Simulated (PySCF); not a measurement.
Ge(Cl)(OH) (ClGeHO), SMILES [OH][Ge][Cl] (connectivity only; charge and spin as stated), neutral, multiplicity 1. Atoms are numbered in the order given.

```xyz
4

Ge     0.4585    -0.4677     0.0000
Cl    -0.2554     1.5866     0.0000
O     -1.1522    -1.2271     0.0000
H     -1.1141    -2.1895     0.0000
```

Coordinates come from a ωB97X-D3(BJ)/def2-TZVP optimisation. One conformer was computed; it need not be the lowest.

These are ωB97X-D3(BJ)/def2-TZVP in PySCF values and carry that method's errors.

Frequencies are harmonic and unscaled.

Computed normal modes with their intensities:
```json
[
 {"mode": "1", "ν (cm⁻¹)": "224", "IR (km/mol)": "1.7", "Raman (Å⁴/amu)": "2.0", "depolarisation": "0.62", "moving atoms (share of kinetic energy)": "O 54 %, Cl 25 %, Ge 14 %"},
 {"mode": "2", "ν (cm⁻¹)": "409", "IR (km/mol)": "99.0", "Raman (Å⁴/amu)": "9.8", "depolarisation": "0.39", "moving atoms (share of kinetic energy)": "Cl 65 %, Ge 34 %"},
 {"mode": "3", "ν (cm⁻¹)": "458", "IR (km/mol)": "98.9", "Raman (Å⁴/amu)": "3.1", "depolarisation": "0.75", "moving atoms (share of kinetic energy)": "H 92 %"},
 {"mode": "4", "ν (cm⁻¹)": "706", "IR (km/mol)": "108.5", "Raman (Å⁴/amu)": "11.2", "depolarisation": "0.32", "moving atoms (share of kinetic energy)": "O 77 %, Ge 19 %"},
 {"mode": "5", "ν (cm⁻¹)": "843", "IR (km/mol)": "133.4", "Raman (Å⁴/amu)": "0.5", "depolarisation": "0.69", "moving atoms (share of kinetic energy)": "H 88 %, O 11 %"},
 {"mode": "6", "ν (cm⁻¹)": "3869", "IR (km/mol)": "91.1", "Raman (Å⁴/amu)": "101.5", "depolarisation": "0.26", "moving atoms (share of kinetic energy)": "H 94 %"}
]
```
